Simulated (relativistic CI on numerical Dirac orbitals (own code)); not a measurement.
## Ir5+: 5p photoemission

Computed with this model: Dirac-Coulomb-Breit CI, separate exchange-only KLI orbitals for each configuration, QED by a radiative potential, valence Slater integrals scaled by 0.8, multiplet model of photoemission in the sudden approximation; configurations [Xe] 4f14 5d4 → [Kr] 4d10 4f14 5s2 5p5 5d4; 80 K; Lorentzian 1.5 eV and Gaussian 0.6 eV FWHM. Energies are those of the free ion, without screening or charge transfer. The energies are binding energies and can lie tens of eV above those of solids. S is read from ⟨S²⟩ = S(S + 1).

Field parameters in Wybourne normalisation: D4h B²₀ = −7Ds, B⁴₀ = 21(Dq − Dt), B⁴₄ = 21√(5/14) Dq. The field is a parameter set, without covalency.

free ion: ground-state S = 1.65, centroid 127.09 eV. Peaks (eV, height): 119.4 (100), 125.8 (14), 127.8 (10), 131.6 (6), 142.8 (40).

D4h, 10Dq = 34850, Ds = -1500, Dt = 320 cm⁻¹: ground-state S = 1.05, centroid 127.27 eV. Peaks (eV, height): 119.8 (100), 127.8 (10), 139.2 (32), 142.0 (12), 143.6 (11).

Strongest unbroadened transitions for free ion:

| Energy (eV) | Relative strength |
| --- | --- |
| 119.35 | 100.0 |
| 120.44 | 1.0 |
| 121.44 | 20.1 |
| 121.78 | 1.3 |
| 125.76 | 10.6 |
| 127.68 | 3.9 |
| 128.43 | 3.1 |
| 129.36 | 1.6 |
| 129.74 | 0.9 |
| 130.21 | 1.2 |
| 131.61 | 3.5 |
| 139.91 | 5.9 |
| 140.67 | 3.7 |
| 141.45 | 4.2 |
| 142.34 | 4.1 |
| 142.90 | 35.7 |
| 145.56 | 0.9 |
| 146.91 | 1.0 |
